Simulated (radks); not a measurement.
Values are calculated unless marked as measured or tabulated.
Valence configurations of As II (all share [Ar]). Code: a radial shooting solver on a logarithmic mesh with Libxc functionals. Model: Dirac Kohn-Sham, PBEsol, spin-unpolarised, spherical densities, finite nucleus; open shells fill j = l - 1/2 first; Fermi nuclear charge, rms radius 4.0968 fm. Order these by energy: 3d10 4s1 4p3; 3d10 4s2 4p2; 3d9 4s1 4p4; 3d9.5 4s2 4p2.5; 3d10 4s1.5 4p2.5; 3d9.5 4s1 4p3.5; 3d10 4p4; 3d9.5 4s1.5 4p3; 3d8 4s2 4p4; 3d9 4s2 4p3.

Answer. From the lowest, in eV above it: 3d10 4s2 4p2 0.000; 3d10 4s1.5 4p2.5 5.080; 3d10 4s1 4p3 10.207; 3d9.5 4s2 4p2.5 19.526; 3d10 4p4 20.597; 3d9.5 4s1.5 4p3 24.845; 3d9.5 4s1 4p3.5 30.207; 3d9 4s2 4p3 41.394; 3d9 4s1 4p4 52.534; 3d8 4s2 4p4 92.443. NIST lists [Ar] 3d10 4s2 4p2 as the ground configuration; this level of theory agrees among the configurations tried. The energies are those of spherical spin-averaged densities, not of single terms.
